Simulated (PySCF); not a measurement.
These are PBE-D3(BJ)/def2-TZVP // CAM-B3LYP-D3(BJ)/def2-TZVP (PySCF 2.14.0) values and carry that method's errors. Gas-phase values, no solvent. Excitations are Tamm–Dancoff values on a coarser integration grid. The basis has no diffuse functions, so Rydberg states are missing or too high.

Reference species (SMILES): `C(C=C)#C` (neutral, multiplicity 1).

- S1 excitation (TDA) = 5.03 eV
- S1 oscillator strength = 0.000

Changed species: `C=C=C=C`.

What does the change do to the S1 excitation (TDA) and S1 oscillator strength?

the S1 excitation (TDA) falls by 1.10 eV, to 3.93 eV; the S1 oscillator strength is nearly the same.
